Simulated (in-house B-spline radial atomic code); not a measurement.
Configurations of Mo V (Mo4+), with energies counted from [Kr] 4d2. Method: scalar-relativistic (X2C) B3LYP, spin-polarised, spherical fractional occupations, exact exchange averaged over the configuration, Fermi nucleus of rms radius 4.4091 fm. Calculated with a B-spline radial code for spherical atoms. Shells without spins written out take the highest spin.

Occupations are held fixed; configurations that lie above the ionisation limit could autoionise.

```tsv
configuration	E - E(ref) (eV)	highest orbital	its <r> (bohr)
[Kr] 4d1 5p1	17.959	5p up	2.772
[Ar] 3d10 4s2 4p5 4d3	36.013	4d up	1.488
[Ar] 3d10 4s2 4p5 4d2 4f1	66.607	4f up	2.641
[Ar] 3d9 4s2 4p6 4d2 4f1	263.64	4f up	2.608
```

(1) Order these further configurations by energy, lowest first.
A. [Ar] 3d9 4s2 4p6 4d3
B. [Ar] 3d9 4s2 4p6 4d2 5f1
C. [Ar] 3d10 4s2 4p5 4d2 5p1
D. [Ar] 3d10 4s2 4p5 4d2 5s1
E. [Kr] 4d1 5s1

Results:

(1) E (10.633 eV), D (47.924 eV), C (55.398 eV), A (231.47 eV), B (272.62 eV).
